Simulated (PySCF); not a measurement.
Gas-phase reaction: SbF5 = SbF3 + 2 F

Computed with PySCF and rigid-rotor harmonic-oscillator thermochemistry at 1 bar. † marks an energy on the PBE0/def2-TZVP geometry and frequencies. MP2 freezes the core. Open shells (unrestricted): F (multiplicity 2); the rest are closed-shell singlets. Spin-orbit splitting is ignored; it lowers the true energy and changes the entropy of F. Sb: scalar-relativistic def2 core potential, no spin-orbit coupling. MP2 isn't extrapolated to the basis-set limit.

BLYP/def2-TZVP† gives ΔH°(298 K) = 545 kJ.

Q: What do PBE/def2-TZVP†, MP2/def2-TZVPP†, LDA/def2-TZVP† give?

A: PBE/def2-TZVP†: 593 kJ; MP2/def2-TZVPP†: 606 kJ; LDA/def2-TZVP†: 745 kJ. For scale, ΔH°(298 K) is 545 kJ at this level, 569 kJ at ωB97M-V/def2-TZVP†, and runs from 303 to 745 kJ over the 17 levels computed.
